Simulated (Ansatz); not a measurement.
Cartesian coordinates (Å):
```xyz
10

O      2.2051     0.2706     0.1115
Si     1.0416    -0.6935    -0.5224
O     -0.4037    -0.4771     0.2009
Si    -1.6449     0.5657     0.4304
H      2.5306     0.0719     0.9904
H      0.9563    -0.3056    -1.9473
H      1.3827    -2.1247    -0.3399
H     -1.8180     1.4351    -0.7630
H     -2.8812    -0.2222     0.6552
H     -1.3777     1.4147     1.6194
```
Charge +1, spin multiplicity 2.

Level of theory: frozen-core CCSD(T)/def2-TZVPP // PBE0-D4/def2-TZVP (Ansatz, an electronic-structure program). The geometry is that of the parent before the electron was removed.

```json
{
 "HF energy": "-730.93321 Ha",
 "MP2 correlation energy": "-0.67048 Ha"
}
```

### Question
Estimate the CCSD correlation energy, the (T) correction, the total energy and the T1 diagnostic.

### Answer

- CCSD correlation energy: -0.73598 Ha
- (T) correction: -0.02729 Ha
- CCSD(T) total energy: -731.69647 Ha
- T1 diagnostic: 0.093
